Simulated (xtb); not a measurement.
C3H7O3 (SMILES COC(=[OH+])OC), charge +1, singlet, geometry from GFN2-xTB; GFN2-xTB with ALPB(acetonitrile) (xtb 6.7.1).

Here is a job for xtb.
```
$ xtb mol.xyz --gfn 2 --chrg 1 --alpb acetonitrile --json

# file mol.xyz
13

C      2.36032587     0.21027198     0.09300496
O      1.14551794    -0.55820417     0.15594659
C     -0.00951576    -0.02715137     0.00403954
O     -0.22212090     1.23115050    -0.21869515
O     -0.99568903    -0.82311189     0.08402118
C     -2.34622995    -0.34687137    -0.06931354
H      2.39393837     0.96155530     0.88501374
H      3.15559100    -0.51563358     0.25805874
H      2.49053887     0.66328619    -0.89221433
H      0.55192752     1.82013155    -0.27546974
H     -2.58196553     0.38903115     0.69983258
H     -2.48650404     0.09427892    -1.05644025
H     -2.97267123    -1.22882050     0.04465250
```

Problem. What does xtb print? Leave out banner, timings and long lists.

Solution. 
```
   ID    Z sym.   atoms
    1    6 C      1, 3, 6
    2    8 O      2, 4, 5
    3    1 H      7-13

           -------------------------------------------------
          |                Calculation Setup                |
           -------------------------------------------------

           -------------------------------------------------
          |                 G F N 2 - x T B                 |
           -------------------------------------------------

      * Solvation model:               ALPB
        Solvent                        acetonitrile
        Parameter file                 internal GFN2-xTB/ALPB
        Dielectric constant                3.7500E+01
        Reference state                gsolv [1 M gas/solution]
        Free energy shift                  5.1987E-03 Eh       3.2622E+00 kcal/mol
        Temperature                        2.9815E+02 K
        Density                            7.8600E-01 kg/L
        Solvent mass                       4.1050E+01 g/mol
        Interaction kernel             P16
        Born radius scaling (c1)           1.7214E+00
        Born radii integrator          GBOBC
        Born offset                        0.0000E+00 a0       0.0000E+00 AA
        H-bond correction              true
        Ion screening                  false
        Surface tension                    1.0000E-05 Eh       1.5569E+01 dyn/cm
        Grid points                               230 per atom

          ...................................................
          :                      SETUP                      :
          :.................................................:
          :  # basis functions                  31          :
          :  # atomic orbitals                  31          :
          :  # shells                           19          :
          :  # electrons                        36          :
          :  max. iterations                   250          :
          :  Hamiltonian                  GFN2-xTB          :
          :  restarted?                      false          :
          :  GBSA solvation                   true          :
          :  PC potential                    false          :
          :  electronic temp.          300.0000000     K    :
          :  accuracy                    1.0000000          :
          :  -> integral cutoff          0.2500000E+02      :
          :  -> integral neglect         0.1000000E-07      :
          :  -> SCF convergence          0.1000000E-05 Eh   :
          :  -> wf. convergence          0.1000000E-03 e    :
          :  Broyden damping             0.4000000          :
          :  net charge                          1          :
          :  unpaired electrons                  0          :
          ...................................................

 iter      E             dE          RMSdq      gap      omega  full diag
   1    -21.9903767 -0.219904E+02  0.505E+00    6.72       0.0  T
   2    -22.0241785 -0.338018E-01  0.280E+00    5.28       1.0  T
   3    -22.0246433 -0.464883E-03  0.110E+00    5.43       1.0  T
   4    -22.0264816 -0.183822E-02  0.135E-01    5.10       1.0  T
   5    -22.0264933 -0.117623E-04  0.531E-02    5.16       1.0  T
   6    -22.0265031 -0.979904E-05  0.160E-02    5.14       1.7  T
   7    -22.0265043 -0.116350E-05  0.535E-03    5.14       5.2  T
   8    -22.0265044 -0.853979E-07  0.100E-03    5.14      27.6  T
   9    -22.0265044 -0.241404E-08  0.417E-04    5.14      66.6  T
  10    -22.0265044 -0.325240E-09  0.957E-05    5.14     289.7  T

   *** convergence criteria satisfied after 10 iterations ***

         :::::::::::::::::::::::::::::::::::::::::::::::::::::
         ::                     SUMMARY                     ::
         :::::::::::::::::::::::::::::::::::::::::::::::::::::
         :: total energy             -21.837499095267 Eh    ::
         :: total w/o Gsasa/hb       -21.826145867334 Eh    ::
         :: gradient norm              0.015524808573 Eh/a0 ::
[...]
        23                          0.1090622               2.9677
        24                          0.1172176               3.1897
        25                          0.1261404               3.4325
        26                          0.1699985               4.6259
        27                          0.1740065               4.7350
        28                          0.1785758               4.8593
        29                          0.2001374               5.4460
       ...                                ...                  ...
        31                          0.4614401              12.5564
      -------------------------------------------------------------
                  HL-Gap            0.1889902 Eh            5.1427 eV
             Fermi-level           -0.4011501 Eh          -10.9158 eV

     #   Z          covCN         q      C6AA      α(0)
     1   6 C        3.640    -0.030    21.473     6.664
     2   8 O        1.703    -0.168    16.845     5.541
     3   6 C        2.614     0.485    18.971     7.123
     4   8 O        1.659    -0.315    19.280     5.927
     5   8 O        1.703    -0.141    16.438     5.474
     6   6 C        3.648    -0.025    21.355     6.639
     7   1 H        0.924     0.119     1.625     1.993
     8   1 H        0.925     0.143     1.437     1.875
     9   1 H        0.924     0.119     1.625     1.993
    10   1 H        0.804     0.431     0.431     1.031
    11   1 H        0.924     0.123     1.588     1.971
    12   1 H        0.924     0.123     1.588     1.971
    13   1 H        0.925     0.136     1.487     1.907

 Mol. C6AA /au·bohr⁶  :       1169.423884
 Mol. C8AA /au·bohr⁸  :      24785.583696
 Mol. α(0) /au        :         50.110311

Wiberg/Mayer (AO) data.
largest (>0.10) Wiberg bond orders for each atom

 ---------------------------------------------------------------------------
     #   Z sym  total        # sym  WBO       # sym  WBO       # sym  WBO
 ---------------------------------------------------------------------------
     1   6 C    3.837 --     8 H    0.965     7 H    0.965     9 H    0.965
                             2 O    0.898
     2   8 O    2.430 --     3 C    1.284     1 C    0.898     4 O    0.114
     3   6 C    3.932 --     5 O    1.315     2 O    1.284     4 O    1.256
     4   8 O    2.283 --     3 C    1.256    10 H    0.784     2 O    0.114
                             5 O    0.103
     5   8 O    2.460 --     3 C    1.315     6 C    0.895     4 O    0.103
     6   6 C    3.833 --    13 H    0.969    11 H    0.964    12 H    0.964
                             5 O    0.895
     7   1 H    0.986 --     1 C    0.965
     8   1 H    0.979 --     1 C    0.965
     9   1 H    0.986 --     1 C    0.965
    10   1 H    0.814 --     4 O    0.784
    11   1 H    0.985 --     6 C    0.964
    12   1 H    0.985 --     6 C    0.964
    13   1 H    0.981 --     6 C    0.969
 ---------------------------------------------------------------------------

Topologies differ in total number of bonds
Writing topology from bond orders to xtbtopo.mol

molecular dipole:
                 x           y           z       tot (Debye)
 q only:        0.457       1.147      -0.168
   full:        0.624       1.301      -0.184       3.696
molecular quadrupole (traceless):
                xx          xy          yy          xz          yz          zz
 q only:       15.242       5.666      -5.432       0.416      -0.443      -9.810
  q+dip:       11.493       5.974      -4.851      -0.017       0.025      -6.641
   full:       12.452       6.168      -5.403       0.025       0.060      -7.049

           -------------------------------------------------
          | TOTAL ENERGY              -21.837499095267 Eh   |
          | GRADIENT NORM               0.015524808573 Eh/α |
          | HOMO-LUMO GAP               5.142684259505 eV   |
           -------------------------------------------------

normal termination of xtb
```
